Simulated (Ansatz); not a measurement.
Consider the formal exchange of groups at the Al–O bond: `[OH][AlH][NH][SiH3]` + `CC(=S)[SeH]` → `[SiH3][NH][AlH][SeH]` + `CC(O)=S`.

Isolated molecules relaxed with PBE0-D4/def2-TZVP in Ansatz; ΔE leaves out vibrations. CCSD(T)/CBS adds triple-zeta CCSD(T) − MP2 to the extrapolated MP2 energy (def2 sets, frozen cores). DFT in def2-TZVPP. For Se outer-core shells are correlated without core-valence functions, which leaves a few kJ/mol of doubt a bond. Scalar relativity is left out up to krypton. Each species was taken in one conformer, which may not be the lowest.

Problem. Is it downhill or uphill in electronic energy at CCSD(T)/CBS, and by how much? (Estimate.)

Solution. Ansatz gave: Nearly level: ΔE = -2.5 kJ/mol.

Problem. What do these levels give: r2SCAN-D4, ωB97X-V, ωB97M-V, B2PLYP, PBE, r2SCAN, MP2/def2-TZVPP, CCSD/def2-TZVPP, HF/def2-QZVPP, MP2/def2-QZVPP, HF/CBS(def2), CCSD/CBS(def2)? (Estimate.)

Solution. Ansatz gave: r2SCAN-D4 -11.6, ωB97X-V -16.8, ωB97M-V -14.0, B2PLYP -1.7, PBE -14.2, r2SCAN -11.7, MP2/def2-TZVPP 6.5, CCSD/def2-TZVPP -4.6, HF/def2-QZVPP -22.0, MP2/def2-QZVPP 7.3, HF/CBS(def2) -21.7, CCSD/CBS(def2) -4.4 kJ/mol.

Largest T1 diagnostic among the species: 0.017.

From PBE to PBE0 (25 % exact exchange), in def2-TZVPP and without D4, ΔE moves by −5.9 kJ/mol. In def2-TZVPP, CCSD(T) changes the Hartree–Fock value by +21.4 kJ/mol (the triples alone add +1.9 kJ/mol) and MP2 by +30.7 kJ/mol.
